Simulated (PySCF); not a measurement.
**Simulated absorption spectrum**

Species: C2H11NOSi4.
SMILES: `C(=O)(C)N[SiH]1[SiH2][SiH2][SiH2]1`

Computed, not measured: TDDFT wB97X-D/def2-SVPD, vertical, gas phase, core orbitals frozen in the response in PySCF. The structure is a single PBE0-D3(BJ)/def2-SVP conformer in the gas phase; no vibrational or solvent corrections. Torsions of this conformer, `[CH3:1][C:2](=[O:3])[NH:4][SiH:5]1[SiH2:6][SiH2:7][SiH2:8]1`: C1–C2–N4–Si5 180°, C2–N4–Si5–Si6 49°.

Each state is given a Gaussian of 0.3 eV full width at half maximum, with ε(max) = 2.175×10⁸ f / Δν̃ (Δν̃ the width in cm⁻¹). The cross-section is σ = 3.8235×10⁻²¹ ε cm², given in Mb (10⁻¹⁸ cm²). The width is an assumption, not a result. The curve ends short of the highest state used, and states not computed would add to its high-energy end.

(E (eV), σ (Mb)): (4.55, 0.00), (4.58, 0.00), (4.60, 0.01), (4.63, 0.01), (4.66, 0.02), (4.68, 0.03), (4.71, 0.06), (4.73, 0.08), (4.76, 0.13), (4.79, 0.19), (4.81, 0.25), (4.84, 0.34), (4.87, 0.45), (4.89, 0.52), (4.92, 0.62), (4.95, 0.70), (4.97, 0.74), (5.00, 0.76), (5.03, 0.74), (5.05, 0.70), (5.08, 0.62), (5.10, 0.56), (5.13, 0.45), (5.16, 0.35), (5.18, 0.28), (5.21, 0.20), (5.24, 0.14), (5.26, 0.11), (5.29, 0.08), (5.32, 0.08), (5.34, 0.09), (5.37, 0.15), (5.40, 0.24), (5.42, 0.34), (5.45, 0.56), (5.47, 0.76), (5.50, 1.18), (5.53, 1.79), (5.55, 2.33), (5.58, 3.42), (5.61, 4.94), (5.63, 6.26), (5.66, 8.81), (5.69, 12.17), (5.71, 14.90), (5.74, 19.70), (5.77, 25.22), (5.79, 29.16), (5.82, 35.16), (5.84, 39.01), (5.87, 44.23), (5.90, 48.46), (5.92, 50.66), (5.95, 53.10), (5.98, 54.76), (6.00, 55.64)

Question: Locate the maxima and give the states behind the curve.

Answer: 248 nm (5.00 eV), ε about 200, made up of S1 (100%) (ε in L mol⁻¹ cm⁻¹; maxima over ε = 5, shares over 10%). At its high-energy end, 6.00 eV, the curve is still rising (ε about 15000, from S4, S5, S6 and S7). The states used: S1 5.00 eV (f 0.0022); S2 5.68 eV (f 0.0068); S3 5.82 eV (f 0.0006); S4 5.86 eV (f 0.035); S5 5.93 eV (f 0.063); S6 5.97 eV (f 0.037); S7 6.18 eV (f 0.151); S8 6.41 eV (f 0.011); S9 6.54 eV (f 0.099); S10 6.60 eV (f 0.034).

Question: Coming from long wavelengths, where does ε first pass 100 L mol⁻¹ cm⁻¹?

Answer: At about 256 nm (4.85 eV), 0.15 eV below S1.

Question: What would ε be at 5.00 eV, the highest of these maxima, with half the width (0.15 eV)?

Answer: About 397 L mol⁻¹ cm⁻¹ against 199, a factor of about 2.00; a lone state at its own centre would give exactly 2.

Question: On this curve, what absorbance would a 10⁻⁴ mol/L sample give at 222 nm over a 1 cm path?

Answer: 222 nm is 5.585 eV, where ε is about 950 L mol⁻¹ cm⁻¹, so A = ε c l ≈ 0.095 (Beer–Lambert, with the gas-phase spectrum and the assumed width).

All these states lie below the vertical ionisation energy of 8.59 eV (ΔSCF).

The run took 5.8 min on one thread, Arm Neoverse V1 (aarch64), shared host, and the process peaked at 1.3 GiB of memory.
